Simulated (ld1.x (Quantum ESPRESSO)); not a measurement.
Before and after: TM potential for B (Z = 5)

| Quantity | Value |
| --- | --- |
| Element | boron (B) |
| Generator | ld1.x (Quantum ESPRESSO) 7.5 |
| Type | norm-conserving Troullier–Martins (Kleinman–Bylander form) |
| Functional | PBEsol |
| Relativity | non-relativistic |
| Frozen core | [He] |
| Valence charge | 3 |
| Reference configuration | 2s2 2p1 |
| Partial waves | 2p (bound): rc 3.70 bohr; 2s (bound): rc 1.55 bohr |
| Local potential | the s channel |
| Core correction | none |

All-electron outer shells of the reference configuration (PBEsol, non-relativistic, ld1.x):

```json
{"shell": "2s", "level (eV)": "-9.36", "outermost node (bohr)": "0.46", "outermost maximum (bohr)": "1.52"}
{"shell": "2p", "level (eV)": "-3.56", "outermost node (bohr)": "–", "outermost maximum (bohr)": "1.59"}
```

Change: reference 2s2 2p0.5.

Cutoffs: the cutoffs (Ry, on a coarse ladder) from which the occupation-weighted sum of valence levels, in a spherical-Bessel basis at the reference potential, stays within 10 and 1 mRy of its value at 400 Ry; they do not see the model core or the augmentation charge, which bear on the density cutoff. Errors are all-electron minus pseudo energies relative to the spin-unpolarised reference configuration.

Q: What does the change do?

A: The potential gets neither clearly harder nor softer (18 Ry and 50 Ry → 18 Ry and 50 Ry); the s channel sets the loose cutoff, while the largest relative change is in p, which becomes harder; neither file shows a bound ghost.

| quantity | base | changed |
| --- | --- | --- |
| cutoff, loose | 18 Ry | 18 Ry |
| cutoff, tight | 50 Ry | 50 Ry |
| loose cutoff by channel (10 mRy a level) | p 8 Ry, s 15 Ry | p 10 Ry, s 18 Ry |
| bound ghosts | none | none |
| largest error over its own tests, meV | +503 | +269 |
| s: phases at 3.99 bohr within 0.05 rad from the reference energy up to (Ry; the scan ends near 5) | 2.9 | 2.6 |
| p: phases at 3.99 bohr within 0.05 rad from the reference energy up to (Ry; the scan ends near 5) | 0.4 | 0.1 |
